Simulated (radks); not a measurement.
All-electron atom: the dysprosium ion Dy2+ in [Xe] 4f10. Calculated with a radial shooting solver on a logarithmic mesh with Libxc functionals: scalar-relativistic Kohn-Sham, LDA (Slater exchange, Perdew-Wang correlation), spin-polarised, spherical densities, finite nucleus; open shells are filled with parallel spins first (spin-orbit coupling, left out, can overturn this in heavy ions); Fermi nuclear charge, rms radius 5.2218 fm.

Normalised radial functions P(r) = r R(r), r in bohr:

| r | 4d down | 5p up | 4f down |
|---|---|---|---|
| 0.001151 | 0.0000 | 0.0013 | 0.0000 |
| 0.00133 | 0.0000 | 0.0017 | 0.0000 |
| 0.001524 | 0.0000 | 0.0022 | 0.0000 |
| 0.001759 | 0.0000 | 0.0027 | 0.0000 |
| 0.002016 | 0.0001 | 0.0035 | 0.0000 |
| 0.002328 | 0.0001 | 0.0044 | 0.0000 |
| 0.002667 | 0.0001 | 0.0056 | 0.0000 |
| 0.00308 | 0.0002 | 0.0071 | 0.0000 |
| 0.003529 | 0.0003 | 0.0089 | 0.0000 |
| 0.004076 | 0.0005 | 0.0114 | 0.0000 |
| 0.004669 | 0.0007 | 0.0143 | 0.0000 |
| 0.00535 | 0.0010 | 0.0179 | 0.0000 |
| 0.006178 | 0.0015 | 0.0227 | 0.0000 |
| 0.007078 | 0.0021 | 0.0282 | 0.0000 |
| 0.008175 | 0.0032 | 0.0355 | 0.0000 |
| 0.009365 | 0.0046 | 0.0438 | 0.0000 |
| 0.01082 | 0.0067 | 0.0545 | 0.0000 |
| 0.01239 | 0.0096 | 0.0665 | 0.0001 |
| 0.01431 | 0.0140 | 0.0815 | 0.0001 |
| 0.0164 | 0.0199 | 0.0977 | 0.0002 |
| 0.01894 | 0.0286 | 0.1171 | 0.0004 |
| 0.02169 | 0.0402 | 0.1371 | 0.0006 |
| 0.02505 | 0.0570 | 0.1592 | 0.0010 |
| 0.0287 | 0.0786 | 0.1799 | 0.0017 |
| 0.03289 | 0.1072 | 0.1986 | 0.0027 |
| 0.03798 | 0.1471 | 0.2136 | 0.0044 |
| 0.04351 | 0.1955 | 0.2203 | 0.0069 |
| 0.05025 | 0.2597 | 0.2156 | 0.0111 |
| 0.05757 | 0.3332 | 0.1965 | 0.0172 |
| 0.06649 | 0.4238 | 0.1574 | 0.0268 |
| 0.07617 | 0.5186 | 0.1010 | 0.0403 |
| 0.08797 | 0.6221 | 0.0218 | 0.0611 |
| 0.1008 | 0.7128 | -0.0665 | 0.0887 |
| 0.1164 | 0.7864 | -0.1642 | 0.1291 |
| 0.1334 | 0.8172 | -0.2463 | 0.1801 |
| 0.1528 | 0.7920 | -0.3019 | 0.2456 |
| 0.1764 | 0.6864 | -0.3137 | 0.3321 |
| 0.2022 | 0.5017 | -0.2675 | 0.4299 |
| 0.2335 | 0.2172 | -0.1548 | 0.5477 |
| 0.2675 | -0.1188 | 0.0009 | 0.6674 |
| 0.3089 | -0.5099 | 0.1891 | 0.7941 |
| 0.3539 | -0.8665 | 0.3501 | 0.9035 |
| 0.4087 | -1.1762 | 0.4572 | 0.9964 |
| 0.4683 | -1.3622 | 0.4643 | 1.0528 |
| 0.5408 | -1.4224 | 0.3569 | 1.0732 |
| 0.6196 | -1.3534 | 0.1576 | 1.0546 |
| 0.7155 | -1.1759 | -0.1210 | 0.9992 |
| 0.8198 | -0.9504 | -0.4008 | 0.9204 |
| 0.9392 | -0.7104 | -0.6497 | 0.8244 |
| 1.085 | -0.4783 | -0.8384 | 0.7131 |
| 1.243 | -0.3016 | -0.9243 | 0.6064 |
| 1.435 | -0.1675 | -0.9157 | 0.4982 |
| 1.644 | -0.0867 | -0.8295 | 0.4045 |
| 1.899 | -0.0382 | -0.6838 | 0.3166 |
| 2.176 | -0.0155 | -0.5245 | 0.2449 |
| 2.512 | -0.0051 | -0.3614 | 0.1807 |
| 2.879 | -0.0015 | -0.2316 | 0.1308 |
| 3.324 | -0.0003 | -0.1295 | 0.0886 |
| 3.809 | -0.0001 | -0.0666 | 0.0581 |
| 4.399 | 0.0000 | -0.0287 | 0.0346 |
| 5.039 | 0.0000 | -0.0112 | 0.0197 |

4d down: eigenvalue -164.99 eV, 1 radial node at r = 0.255 bohr, <r> = 0.611 bohr, 90 % of the charge inside 0.919 bohr. 5p up: eigenvalue -40.155 eV, 3 radial nodes at r = 0.0911, 0.267, 0.674 bohr, <r> = 1.53 bohr, 90 % of the charge inside 2.25 bohr. 4f down: eigenvalue -15.758 eV, 0 radial nodes, <r> = 0.888 bohr, 90 % of the charge inside 1.58 bohr.
